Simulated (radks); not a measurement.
Question: Numerical settings for the cadmium ion Cd39+, [He] 2s2 2p5. Calculated with a radial shooting solver on a logarithmic mesh with Libxc functionals: Dirac Kohn-Sham, PBE, spin-unpolarised, spherical densities, finite nucleus; open shells are shared between the two j in proportion to 2j + 1; Fermi nuclear charge, rms radius 4.6087 fm. The defaults (mesh step 0.008 in ln r, mesh end at 40 bohr or more with all orbitals vanishing there, Anderson mixing 0.5 over 9 steps, residual threshold near 1e-9 with the energy settled to 1e-9 hartree or 1e-11 of itself, here a cap of 84 iterations) give E = -4102.2412 hartree and 2p3/2 at -5944.9 eV in 13 iterations. Run on one thread of a shared host, so times are rough (Arm Neoverse N1): 0.05 s of CPU time, 0.05 s wall, 13 iterations on 2189 mesh points. One setting is changed at a time: mesh step in ln r 0.005; mesh step in ln r 0.02; mesh step in ln r 0.03; mesh end (bohr) 20; mesh end (bohr) 3; residual threshold 1e-16; residual threshold 1e-05; mixing 1.5; linear mixing, mixing 0.05; linear mixing, mixing 0.2; mixing history 3; iteration cap 8. Which runs fail to converge, and which converge to a wrong energy?

Answer: Not converged within the cap: residual threshold 1e-16; linear mixing, mixing 0.05; linear mixing, mixing 0.2; iteration cap 8. No run marked as converged misses the energy by more than 1 mhartree.
